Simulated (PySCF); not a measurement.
## AlBi: from constants to spectrum

UHF-CCSD(T) constants of AlBi, ³Σ⁻ (triplet), unpaired electrons π ↑↑ (Al def2-SVPD, Bi def2-SVPD with ECP60; scalar-relativistic core potentials (PySCF 2.14); masses 26.9815 and 208.9804 u):

| Property | Result |
| --- | --- |
| ωe | 228.0 cm⁻¹ |
| ωexe | 0.849 cm⁻¹ |
| Be | 0.086768 cm⁻¹ |
| αe | 0.000440 cm⁻¹ |
| D (centrifugal) | 5.03e-08 cm⁻¹ |
| De to Al + Bi | 1.35 eV |

Task: Give the vibrational terms G(v) and spacings up to v = 6.

Result: G(v) = ωe(v+½) − ωexe(v+½)².

```tsv
v	G(v) (cm⁻¹)	G(v) − G(v−1)	Bv (cm⁻¹)
0	113.8		0.08655
1	340.1	226.3	0.08611
2	564.7	224.6	0.08567
3	787.6	222.9	0.08523
4	1008.8	221.2	0.08479
5	1228.3	219.5	0.08435
6	1446.1	217.8	0.08391
```

Task: How well does the Morse estimate ωe²/(4ωexe) reproduce De, and what is D0?

Result: It gives 1.90 eV, 141 % of the computed De. D0 = De − G(0) = 1.35 − 0.01 = 1.34 eV.

Correlated steps freeze 9 core orbitals. Correlated levels converge slowly with the basis: in double zeta they bind strong bonds too weakly, by up to about 1 eV, and carry superposition errors of some tenths. These are scalar-relativistic numbers at best; spin–orbit coupling would shift them, the dissociation energy most. The state was picked by a PBE0 search and need not be the measured ground state.
